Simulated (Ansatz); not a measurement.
```yaml
atoms:
  - { symbol: Li, position_ang: [0.0449, -0.0017, -0.4215] }
  - { symbol: H, position_ang: [-0.0070, -0.0111, 1.1501] }
```

Basis set: cc-pVTZ (spherical functions). All electrons are correlated. Charge 0, multiplicity 1.

Computed with Ansatz (development build ahead of 0.2.0); each method stands on the lowest determinant of its kind that the runs found. Restricted open shells among the atoms or ions are ROHF, correlated in semicanonical orbitals with singles.

The atomization energy at this shape (free ground-state atoms in the same class of orbitals less the molecule, no zero-point energy) of singlet LiH:

| method | atomization energy |
| --- | --- |
| RHF | 1.47 eV |

(1) What does RHF-MP2 give?

Answers

(1) 2.24 eV.
